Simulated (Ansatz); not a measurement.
Species: CH$_{3}$I$_{3}$Sn, net charge 0, singlet state. 
Structure (B3LYP-D3(BJ)/def2-TZVP (Ansatz, an electronic-structure program) minimum search):
```
Sn
C 1 2.1489
H 2 1.0874 1 108.04
H 2 1.0874 3 110.86 1 -118.21
H 2 1.0874 3 110.86 4 -123.57
I 1 2.7013 2 110.31 3 -60.00
I 1 2.7013 2 110.31 3 180.00
I 1 2.7013 2 110.31 3 60.00
```

Basis-set convergence of Hartree-Fock and CCSD(T) correlation energies (hartree) with Ansatz. Cores are frozen in the correlated levels unless marked. No spin-orbit coupling. The frozen core is the preceding noble-gas configuration, with the filled d and f shells of earlier blocks. In def2 rows, elements after Kr have scalar-relativistic effective core potentials.

| basis | functions | E(HF) | E(corr, CCSD(T)) |
|---|---|---|---|
| def2-SVPD | 181 | -1143.04866 | -0.60608 |
| def2-TZVPPD | 321 | -1143.12752 | -0.77439 |
| def2-QZVPPD | 523 | -1143.13463 | -0.85163 |

Extrapolating the two largest sets (X = 3 and 4) as X^-3: E(corr) = (64·(-0.85163) - 27·(-0.77439))/37 = -0.9080 Eh, an estimate of the basis-set limit. The largest set recovers 93.8 % of it, the smallest 66.7 %.
